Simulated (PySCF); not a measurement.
From computed data to an observable: chemical shift, span and skew from a shielding tensor

p-cresol (C₇H₈O), SMILES Cc1ccc(O)cc1. Atoms are numbered in the order given.

```xyz
16

C     -0.0174    -2.8913     0.0000
C     -0.0133    -1.3830     0.0000
C     -1.2021    -0.6442     0.0000
C     -1.1939     0.7540     0.0000
C      0.0207     1.4484     0.0000
O      0.0947     2.8062     0.0000
C      1.2226     0.7255     0.0000
C      1.1961    -0.6662     0.0000
H      0.4995    -3.2964     0.8862
H     -1.0424    -3.2906     0.0000
H      0.4995    -3.2964    -0.8862
H     -2.1617    -1.1684     0.0000
H     -2.1381     1.3078     0.0000
H     -0.7985     3.1738     0.0000
H      2.1651     1.2762     0.0000
H      2.1430    -1.2141     0.0000
```
Charge 0, spin multiplicity 1.

Geometry optimised at B3LYP-D3(BJ)/def2-SVP. Other conformers were not sampled.

GIAO shieldings from B3LYP/pcSseg-1 in PySCF, non-relativistic, no solvent. The symmetric part of the tensor of C5 has the principal values -74.0, 6.2, 116.0 ppm. The same nucleus in TMS has σ = 181.3 ppm at this level (PySCF, at its B3LYP-D3(BJ)/def2-TZVP geometry).

**Question.** Work out the isotropic shielding, the ¹³C shift against TMS, the span and the skew.

**Answer.** 
σ(iso) = (σ11 + σ22 + σ33)/3 = 16.1 ppm. δ = σ(ref) − σ(iso) = 181.3 − (16.1) = 165.2 ppm.
Span Ω = σ33 − σ11 = 190.0 ppm. Skew κ = 3(σ(iso) − σ22)/Ω = 0.16. Tumbling in solution averages the tensor to δ; in a static solid the shielding alone would spread this spin-1/2 line over Ω.
